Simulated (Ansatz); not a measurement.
Geometry optimisation, Ansatz, RKS B3LYP-D4/def2-SVP.

Input:

```yaml
crystal:
  periodic: [false, false, false]
  atoms:
    - { symbol: "N", position_ang: [-1.8063, -0.8118, 0.7323] }
    - { symbol: Si, position_ang: [-0.1057, -0.498, 0.487] }
    - { symbol: O, position_ang: [0.7078, -1.9723, 0.6953] }
    - { symbol: Si, position_ang: [0.3419, 0.2857, -1.58] }
    - { symbol: As, position_ang: [0.6499, 1.0574, 2.0162] }
    - { symbol: H, position_ang: [-2.3287, 0.1614, 0.5349] }
    - { symbol: H, position_ang: [-2.1345, -1.4213, -0.0277] }
    - { symbol: H, position_ang: [1.7354, -1.7165, 0.6104] }
    - { symbol: H, position_ang: [1.7135, 0.515, -1.7176] }
    - { symbol: H, position_ang: [-0.2083, -0.7088, -2.5338] }
    - { symbol: H, position_ang: [-0.464, 1.5436, -1.7352] }
    - { symbol: H, position_ang: [-0.0272, 2.2454, 1.284] }
    - { symbol: H, position_ang: [1.9465, 1.2853, 1.249] }
basis:
  gaussian: { orbitals: def2-SVP }
hamiltonian:
  xc: b3lyp
  dispersion: d4
relax:
  f_tol: 0.015
  max_steps: 40
output:
  orbitals: {}
```

Launched with:

```bash
$ ansatz run input.yaml --threads 2 --pin off --max-ram 3072MiB --backend cpu --events-out ev --progress --plain --runs-dir out
```

Question: Where does it end, and by what steps?

Answer: The run converged. After 23 steps the energy has fallen by 0.902 eV; H6 moved furthest, 1.30 Å.

```csv
step,energy less start (eV),largest force component (eV/Å),accepted
0,0.0000,3.263,yes
1,-0.5923,1.568,yes
2,-0.6814,0.985,yes
3,-0.7367,0.734,yes
4,-0.7881,0.274,yes
5,-0.8159,0.248,yes
6,-0.8269,0.089,yes
7,-0.8264,0.188,no
8,-0.8299,0.102,yes
9,-0.8353,0.154,yes
10,-0.8260,0.883,no
11,-0.8429,0.201,yes
12,-0.8499,0.340,yes
13,-0.8638,0.224,yes
14,-0.8616,0.934,no
15,-0.8764,0.181,yes
16,-0.8848,0.230,yes
17,-0.8955,0.100,yes
18,-0.8999,0.083,yes
19,-0.8953,0.638,no
20,-0.9016,0.039,yes
21,-0.9019,0.027,yes
22,-0.9017,0.083,no
23,-0.9021,0.012,yes
```

```xyz
13
Properties=species:S:1:pos:R:3
N -1.826 -0.640 0.558
Si -0.128 -0.386 0.417
O 0.719 -1.795 0.777
Si 0.341 0.286 -1.787
As 0.394 1.268 2.067
H -2.250 -0.738 1.477
H -2.312 -1.215 -0.125
H 1.674 -1.783 0.636
H 1.822 0.328 -1.998
H -0.235 -0.668 -2.785
H -0.209 1.648 -2.060
H 0.143 2.431 1.105
H 1.888 1.228 1.732
```

Whether the end is a true minimum wasn't checked by a vibrational analysis.

Run time: 91 s on 2 threads of Intel(R) Xeon(R) Platinum 8488C (Sapphire Rapids) (shared host), peak memory 0.4 GiB.
